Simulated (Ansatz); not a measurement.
Ansatz (a program for electronic structure) input (RI-MP2/aug-cc-pV(T+d)Z):
A basis named .json is the Basis Set Exchange file of that set.

Ansatz 0.2 input:
```yaml
crystal:
  periodic: [false, false, false]
  atoms:
    - {symbol: Si, position_ang: [-0.00000000, -0.00000000, -0.51407753]}
    - {symbol: C, position_ang: [0.00000000, 0.00000000, 1.19951423]}
basis:
  gaussian:
    orbitals: aug-cc-pV_T+d_Z.json
    fitting: {mean_field: def2-universal-jkfit, correlation: aug-cc-pVTZ-RIFIT.json}
magnetization: {spin_polarized: true, initial_magnetization: 2}
correlation: {method: mp2, electrons: outside_noble_gas}
```

Output:

```
Functional definition: HF
integrals: 0.02 GiB planned
203 factors; integrals over basis functions are off by at most 9.7e-1 eV
253 factors; integrals over basis functions are off by at most 5.6e-1 eV
mean field: 0.14 GiB planned
mean field evaluation 1: about -8885.9394 eV, gradient 1.5e1 eV
mean field evaluation 2: about -8886.7409 eV, gradient 1.2e1 eV
mean field evaluation 4: about -8887.9880 eV, gradient 1.7e0 eV
mean field evaluation 8: about -8888.4741 eV, gradient 5.0e-1 eV
mean field evaluation 16: about -8888.3936 eV, gradient 2.0e0 eV
mean field evaluation 32: about -8884.4940 eV, gradient 2.0e1 eV
mean field evaluation 64: about -8887.9488 eV, gradient 5.4e0 eV
mean field evaluation 96: about -8888.3583 eV, gradient 1.0e0 eV
mean field -8888.49262414 eV, -326.6460791004 hartree, gradient 1.2e-6 eV, S^2 2.524622; 12 other end points of the search recorded, 0 dependent functions left out
6 core orbitals not correlated
reference -8888.49262414 eV, -326.6460791004 hartree; 5, 3 occupied and 90, 92 virtual orbitals, 253 factors
second order -4.48657107 eV of doubles, -0.00000000 eV of singles
Total energy: -8892.97919521 eV, -326.8109575460 hartree
```

The determinant is spin-contaminated: <S^2> is 2.52 against 2.00 for a pure state.
